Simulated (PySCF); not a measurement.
# Ionisation energy along the 5-electron series

Calculated with PySCF 2.14 and a two-component X2C-1e Hamiltonian (Gaussian nucleus, no Breit or QED terms), each ion in its own even-tempered basis scaled to its charge; GMP2 freezes nothing and drops the highest virtual spinors. Values in eV. NIST values: (m) measured, (s) semi-empirical, (t) theoretical.

```json
{"ion": "Se²⁹⁺", "configuration": "[He] 2s2 2p1", "GHF (spin-free)": "3274.1", "GMP2 (spin-free)": "3273.3", "GHF (screened spin-orbit)": "3307.4", "GMP2 (screened spin-orbit)": "3306.4", "NIST": "3301.8 ± 2.1 (s)"}
{"ion": "Kr³¹⁺", "configuration": "[He] 2s2 2p1", "GHF (spin-free)": "3715.5", "GMP2 (spin-free)": "3714.7", "GHF (screened spin-orbit)": "3758.2", "GMP2 (screened spin-orbit)": "3757.2", "NIST": "3752 ± 2.5 (s)"}
```

**Question.** Fill in the row of Br³⁰⁺.

**Answer.** configuration: [He] 2s2 2p1; GHF (spin-free): 3491.2; GMP2 (spin-free): 3490.4; GHF (screened spin-orbit): 3529.0; GMP2 (screened spin-orbit): 3528.0; NIST: 3523.1 ± 2.2 (s).
